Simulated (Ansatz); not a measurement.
`[SiH3][AlH][SH]` + `O[SiH3]` → `[SiH3][O][AlH][SiH3]` + H₂S  (ligand exchange at the Al–S bond)

Isolated molecules relaxed with PBE0-D4/def2-TZVP in Ansatz; ΔE leaves out vibrations. CBS: MP2 limit from def2 TZ/QZ plus the TZ coupled-cluster correction, frozen cores. This one scheme is used for every species. DFT in def2-TZVPP. B3LYP here is the variant with VWN-RPA as its local correlation; programs differ in this. One conformer a species, not always the lowest.

```
             level  ΔE (kJ/mol)  difference from CCSD(T)/CBS
          B3LYP-D4        -45.5                         -4.9
           ωB97X-V        -41.6                         -1.0
           ωB97M-V        -40.8                         -0.2
            B2PLYP        -44.3                         -3.7
               PBE        -27.6                         13.0
              PBE0        -30.1                         10.5
             B3LYP        -43.6                         -3.0
     HF/def2-TZVPP        -51.9                        -11.3
    MP2/def2-TZVPP        -41.6                         -1.0
SCS-MP2/def2-TZVPP        -46.5                         -5.9
CCSD(T)/def2-TZVPP        -43.2                         -2.6
    MP2/def2-QZVPP        -41.0                         -0.4
SCS-MP2/def2-QZVPP        -45.7                         -5.1
      HF/CBS(def2)        -54.9                        -14.3
     MP2/CBS(def2)        -39.0                          1.6
    CCSD/CBS(def2)        -43.2                         -2.6
       CCSD(T)/CBS        -40.6                            0
```

Largest T1 diagnostic among the species: 0.013.

In def2-TZVPP, CCSD(T) changes the Hartree–Fock value by +8.7 kJ/mol (the triples alone add +2.6 kJ/mol) and MP2 by +10.3 kJ/mol.
